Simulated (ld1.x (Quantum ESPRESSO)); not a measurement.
# What one change does to a pseudopotential (N, TM)

ld1.x (Quantum ESPRESSO) 7.5 input, shortened:

```
&input
   title='N', zed=7., rel=1, dft='BLYP', iswitch=3,
   config='[He] 2s1 2p4 3d-2'
 /
 &inputp
   pseudotype=2, tm=.true., lloc=1,
   nlcc=.true., new_core_ps=.true.
 /
3
2S  1  0   1.00   0.00  0.85  0.85  0.0
3D  3  2  -2.00  -0.05  2.00  2.00  0.0
2P  2  1   4.00   0.00  2.25  2.25  0.0
 &test
   configts(1)='2s1 2p4'
 /
```

Change: local potential the d channel.

Cutoffs: the cutoffs (Ry, on a coarse ladder) from which the occupation-weighted sum of valence levels, in a spherical-Bessel basis at the reference potential, stays within 10 and 1 mRy of its value at 400 Ry; they do not see the model core or the augmentation charge, which bear on the density cutoff. Errors are all-electron minus pseudo energies relative to the spin-unpolarised reference configuration.

What does the change do?

The potential gets neither clearly harder nor softer (50 Ry and 120 Ry → 50 Ry and 120 Ry); of the 7 tests that both files solve, the error grows in 1 and shrinks in 1 by more than 15 % and 0.3 meV (median size 56.1 → 61.0 meV); the range in which the d phases agree widens (upper end 3.8 → at the end of the scan); neither file shows a bound ghost.

| quantity | base | changed |
| --- | --- | --- |
| cutoff, loose | 50 Ry | 50 Ry |
| cutoff, tight | 120 Ry | 120 Ry |
| loose cutoff by channel (10 mRy a level) | s 45 Ry, p 25 Ry | s 50 Ry, p 25 Ry |
| bound ghosts | none | none |
| error for 2s2 2p3, meV [ΔE -11.40 eV] | -11 | -10 |
| error for 2s2 2p2, meV [ΔE 2.17 eV] | +186 | +214 |
| error for 2s2 2p1, meV [ΔE 31.05 eV] | +942 | +1044 |
| error for 2s2 2p2.5, meV [ΔE -6.32 eV] | +56 | +61 |
| error for 2s0 2p5, meV [ΔE 11.44 eV] | -9.1 | -8.3 |
| error for 2s2 2p0, meV [ΔE 78.21 eV] | +3151 | +3268 |
| error for 2s2 2p3.3, meV [ΔE -13.01 eV] | -38 | -32 |
| s: phases at 2.45 bohr within 0.05 rad from the reference energy up to (Ry; the scan ends near 5) | 0.6 | 1.4 |
| p: phases at 2.45 bohr within 0.05 rad from the reference energy up to (Ry; the scan ends near 5) | 0.7 | 1.2 |
| d: phases at 2.45 bohr within 0.05 rad from the reference energy up to (Ry; the scan ends near 5) | 3.8 | to the end of the scan |
